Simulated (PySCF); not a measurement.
## ORD: `C[C@@H]1NC[C@@H]1[S@](C)=O`, C₅H₁₁NOS

Molfile (atoms numbered from 1):
```
C5H11NOS
     RDKit          3D

 19 19  0  0  0  0  0  0  0  0999 V2000
   -1.2224    1.4292    0.2672 C   0  0  0  0  0  0  0  0  0  0  0  0
   -1.0445    0.1120   -0.4755 C   0  0  2  0  0  0  0  0  0  0  0  0
   -1.9552   -0.9661   -0.0669 N   0  0  0  0  0  0  0  0  0  0  0  0
   -0.8860   -1.6612    0.6552 C   0  0  0  0  0  0  0  0  0  0  0  0
    0.1434   -0.7460   -0.0124 C   0  0  2  0  0  0  0  0  0  0  0  0
    1.3268    0.0458    1.1729 S   0  0  0  0  0  4  0  0  0  0  0  0
    2.4003    0.7681   -0.1478 C   0  0  0  0  0  0  0  0  0  0  0  0
    2.0897   -1.0604    1.7488 O   0  0  0  0  0  0  0  0  0  0  0  0
   -0.4361    2.1329    0.0058 H   0  0  0  0  0  0  0  0  0  0  0  0
   -2.1807    1.8711    0.0004 H   0  0  0  0  0  0  0  0  0  0  0  0
   -1.1989    1.2666    1.3425 H   0  0  0  0  0  0  0  0  0  0  0  0
   -1.0959    0.2845   -1.5571 H   0  0  0  0  0  0  0  0  0  0  0  0
   -2.7556   -0.6791    0.4843 H   0  0  0  0  0  0  0  0  0  0  0  0
   -0.9016   -1.5586    1.7458 H   0  0  0  0  0  0  0  0  0  0  0  0
   -0.8258   -2.7206    0.4008 H   0  0  0  0  0  0  0  0  0  0  0  0
    0.7112   -1.2237   -0.8068 H   0  0  0  0  0  0  0  0  0  0  0  0
    1.7959    1.4068   -0.7809 H   0  0  0  0  0  0  0  0  0  0  0  0
    3.1803    1.3474    0.3355 H   0  0  0  0  0  0  0  0  0  0  0  0
    2.8452   -0.0394   -0.7187 H   0  0  0  0  0  0  0  0  0  0  0  0
  1  2  1  0
  2  3  1  0
  3  4  1  0
  4  5  1  0
  5  6  1  0
  6  7  1  6
  6  8  2  0
  5  2  1  0
  1  9  1  0
  1 10  1  0
  1 11  1  0
  2 12  1  6
  3 13  1  0
  4 14  1  0
  4 15  1  0
  5 16  1  6
  7 17  1  0
  7 18  1  0
  7 19  1  0
M  END
```

Level of theory: TDDFT CAM-B3LYP/def2-SVPD circular dichroism and optical rotation, one conformer, gas phase in PySCF. Geometry: GFN2-xTB.

The molecule is flexible and this is one conformer; a measurement averages over conformers.

Stereocentres: C2 S, C5 S, S6 S.

**Question.** Give the optical rotatory dispersion at 633, 589.3, 546, 436, 405, 365, 355 nm.

**Answer.** [α] in deg dm⁻¹ (g/mL)⁻¹:
```
λ (nm)  origin-invariant length gauge  modified velocity gauge  length gauge (centre of mass)  isotropic polarisability (au)
   633                          +28.5                    +22.4                          +30.6                           91.7
 589.3                          +34.8                    +27.6                          +37.3                           92.0
   546                          +43.5                    +34.9                          +46.5                           92.4
   436                          +90.5                    +75.4                          +95.6                           94.1
   405                         +118.5                   +100.1                         +124.7                           94.9
   365                         +179.4                   +154.7                         +187.5                           96.3
   355                         +202.0                   +175.2                         +210.8                           96.8
```

**Question.** And for the mirror image at 589.3 nm?

**Answer.** -34.8 deg dm⁻¹ (g/mL)⁻¹ (origin-invariant length gauge): the same size and the opposite sign.

**Question.** What is the molar rotation [Φ] = [α]·M/100 of the geometry above at 589.3 nm?

**Answer.** With M = 133.21 g/mol, +46.4 deg cm² dmol⁻¹ (origin-invariant length gauge).

The first excitation lies at 5.85 eV (212 nm) with R = +10.2 × 10⁻⁴⁰ esu² cm² (velocity form).
